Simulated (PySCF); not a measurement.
H3O4Si, SMILES [O][Si](O)(O)O (connectivity only; charge and spin as stated), charge -1, multiplicity 1.

The structure is a stationary point at PBE-D3(BJ)/def2-SVPD. The spin state was assumed, not searched. The isomer is the one that the SMILES or the coordinates give; other isomers of the formula were not compared. The values are those of a single conformer.

Level of theory: PBE-D3(BJ)/def2-SVPD in PySCF.

Frequencies are harmonic and unscaled.

Modes within 1.5 cm⁻¹ of each other (mostly degenerate sets) share a row, with their intensities summed.

Computed harmonic wavenumbers and intensities:
```json
[
 {"mode": "1–2", "ν (cm⁻¹)": "101", "IR (km/mol)": "67.2", "moving atoms (share of kinetic energy)": "H 56 %, O 44 %"},
 {"mode": "3", "ν (cm⁻¹)": "162", "IR (km/mol)": "26.4", "moving atoms (share of kinetic energy)": "H 84 %, O 13 %"},
 {"mode": "4–5", "ν (cm⁻¹)": "293", "IR (km/mol)": "77.5", "moving atoms (share of kinetic energy)": "O 51 %, H 48 %"},
 {"mode": "6", "ν (cm⁻¹)": "331", "IR (km/mol)": "5.4", "moving atoms (share of kinetic energy)": "O 63 %, Si 19 %, H 18 %"},
 {"mode": "7–8", "ν (cm⁻¹)": "356", "IR (km/mol)": "145.4", "moving atoms (share of kinetic energy)": "O 74 %, Si 20 %"},
 {"mode": "9", "ν (cm⁻¹)": "666", "IR (km/mol)": "10.9", "moving atoms (share of kinetic energy)": "O 88 %"},
 {"mode": "10–11", "ν (cm⁻¹)": "758", "IR (km/mol)": "630.7", "moving atoms (share of kinetic energy)": "O 57 %, Si 38 %"},
 {"mode": "12–13", "ν (cm⁻¹)": "869", "IR (km/mol)": "98.2", "moving atoms (share of kinetic energy)": "H 81 %, Si 11 %, O 8 %"},
 {"mode": "14", "ν (cm⁻¹)": "894", "IR (km/mol)": "33.2", "moving atoms (share of kinetic energy)": "H 73 %, O 27 %"},
 {"mode": "15", "ν (cm⁻¹)": "1070", "IR (km/mol)": "355.0", "moving atoms (share of kinetic energy)": "O 48 %, Si 44 %, H 8 %"},
 {"mode": "16–18", "ν (cm⁻¹)": "3771", "IR (km/mol)": "67.2", "moving atoms (share of kinetic energy)": "H 94 %"}
]
```
